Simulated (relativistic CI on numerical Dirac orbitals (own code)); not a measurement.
Method of calculation: Dirac-Coulomb-Breit CI, orbitals from a KLI potential per configuration, a model potential for QED, unscaled Slater integrals (own radial code, finite nucleus).

Configurations in the expansion (outside the closed core 1s2): 2s, 2p, 3s, 3p, 3d, 4s, 4p, 4d, 4f, 5s, 5p, 5d, 5f, 5g, 6s, 6p, 6d. Levels of other configurations are missing.

At this charge energies of transitions that change n are usually good to better than 1 %, and those within a shell (Δn = 0) to a few per cent.

Outline of the computed level scheme of Ir LXXV. Lowest level of each configuration: 2s ²S1/2 at 0.0 eV; 2p ²P°1/2 at 207.9 eV; 3s ²S1/2 at 12223.8 eV; 3p ²P°1/2 at 12279.6 eV; 3d ²D3/2 at 12829.8 eV; 4s ²S1/2 at 16402.0 eV; 4p ²P°1/2 at 16424.5 eV; 4d ²D3/2 at 16655.0 eV; 4f ²F°5/2 at 16718.6 eV.

Some strong electric-dipole decays among the lowest 15 levels: 3d ²D5/2 → 2p ²P°3/2 (2.0e+15 s⁻¹); 3d ²D3/2 → 2p ²P°1/2 (1.9e+15 s⁻¹); 3p ²P°1/2 → 2s ²S1/2 (8.9e+14 s⁻¹); 4d ²D3/2 → 2p ²P°1/2 (6.8e+14 s⁻¹); 4d ²D5/2 → 2p ²P°3/2 (6.6e+14 s⁻¹); 3p ²P°3/2 → 2s ²S1/2 (6.0e+14 s⁻¹); 4f ²F°7/2 → 3d ²D5/2 (4.3e+14 s⁻¹); 4f ²F°5/2 → 3d ²D3/2 (4.2e+14 s⁻¹).
